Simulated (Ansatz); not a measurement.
Geometry optimisation, RKS BHLYP-D4/6-31G in Ansatz 0.2.0.

Input file:

```yaml
crystal:
  periodic: [false, false, false]
  atoms:
    - { symbol: Si, position_ang: [-0.98986, 1.25993, 0.50859] }
    - { symbol: C, position_ang: [0.49323, 0.57454, -0.16215] }
    - { symbol: S, position_ang: [1.22857, 1.23848, -1.62294] }
    - { symbol: S, position_ang: [2.45707, 2.77404, -0.94399] }
    - { symbol: H, position_ang: [-1.67219, 2.38069, -0.11929] }
    - { symbol: H, position_ang: [-1.64009, 0.74403, 1.70116] }
    - { symbol: H, position_ang: [1.02233, -0.27027, 0.25437] }
    - { symbol: H, position_ang: [3.56466, 2.05346, -0.73576] }
basis:
  gaussian: { orbitals: "6-31G" }
hamiltonian:
  xc: { name: BHLYP }
  dispersion: d4
relax:
  f_tol: 0.015
  max_steps: 40
output:
  orbitals: {}
```

Run as:

```bash
$ ansatz run input.yaml --threads 1 --pin off --max-ram 2048MiB --backend cpu --events-out ev --progress --plain --runs-dir out
```

**Question.** Where does it end, and by what steps?

**Answer.** The run converged. Limits of this set-up: no polarisation functions. After 10 steps the energy has fallen by 0.337 eV; H8 moved furthest, 0.27 Å.

| step | energy less start (eV) | largest force component (eV/Å) | accepted |
| --- | --- | --- | --- |
| 0 | 0.0000 | 2.330 | yes |
| 1 | -0.2718 | 0.668 | yes |
| 2 | -0.2895 | 0.740 | yes |
| 3 | -0.3035 | 0.557 | yes |
| 4 | -0.3037 | 0.306 | yes |
| 5 | -0.3059 | 0.199 | yes |
| 6 | -0.3271 | 0.152 | yes |
| 7 | -0.3365 | 0.025 | yes |
| 8 | -0.3371 | 0.016 | yes |
| 9 | -0.3371 | 0.039 | yes |
| 10 | -0.3373 | 0.015 | yes |

```xyz
8
Properties=species:S:1:pos:R:3
Si -1.073 1.223 0.516
C 0.450 0.694 -0.102
S 1.128 1.342 -1.638
S 2.719 2.799 -0.952
H -1.860 2.271 -0.164
H -1.686 0.582 1.702
H 1.030 -0.068 0.387
H 3.755 1.911 -0.869
```

Whether the end is a true minimum wasn't checked by a vibrational analysis.

Time of the run: 35 s on 1 thread of Arm Neoverse V1, with other jobs on the host, peak memory 0.13 GiB.
